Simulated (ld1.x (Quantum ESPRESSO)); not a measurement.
**Configuration tests for W (TM)**

ld1.x (Quantum ESPRESSO) 7.5 input, shortened:

```
&input
   title='W', zed=74., rel=2, dft='PZ', iswitch=3,
   config='[Xe] 4f14 5d4 6s0 6p0', rel_dist='average'
 /
 &inputp
   pseudotype=2, tm=.true., lloc=-1, rcloc=1.60,
   nlcc=.true., new_core_ps=.true., rcore=1.10
 /
3
5S  1  0   2.00   0.00  1.45  1.45  0.0
5P  2  1   6.00   0.00  1.50  1.50  0.0
5D  3  2   4.00   0.00  2.05  2.05  0.0
 &test
   configts(1)='5s2 5p6 5d4 6s0 6p0'
 /
```

Open shells are filled in proportion to 2j + 1 (rel_dist='average').

Energies are relative to the spin-unpolarised reference configuration 5s2 5p6 5d4 6s0 6p0; without spin polarisation the order of configurations can differ from experiment.

| valence configuration | charge | ΔE all-electron (eV) | error AE − PS (meV) |
| --- | --- | --- | --- |
| 5s2 5p6 5d4 6s2 6p0 | 0 | -25.163 | -145 |
| 5s2 5p6 5d4 6s1 6p0 | +1 | -16.026 | -86 |
| 5s2 5p6 5d3 6s0 6p0 | +3 | 25.696 | -11 |
| 5s2 5p6 5d4 6s1 6p1 | 0 | -20.630 | -85 |
| 5s2 5p6 5d3 6s2 6p1 | 0 | -21.106 | -191 |
| 5s2 5p6 5d4.5 6s1.5 6p0 | 0 | -24.469 | -102 |

Task: What are ΔE and the potential's error for 5s1 5p6 5d4 6s2 6p0?

Result: ΔE = 60.402 eV all-electron; the error (AE − PS) is -388 meV.

Levels in the configuration 5s1 5p6 5d4 6s2 6p0:

| level | all-electron (eV) | pseudo (eV) |
| --- | --- | --- |
| 5s j=1/2 | -92.425 | -92.908 |
| 5p j=1/2 | -63.418 | -63.769 |
| 5p j=3/2 | -53.073 | -53.339 |
| 5d j=3/2 | -15.601 | -15.694 |
| 5d j=5/2 | -14.659 | -14.742 |
| 6s j=1/2 | -13.736 | -13.688 |

A Bessel basis up to 400 Ry misses an occupied level by 0.02 Ry, so cutoffs and ghosts were not judged.
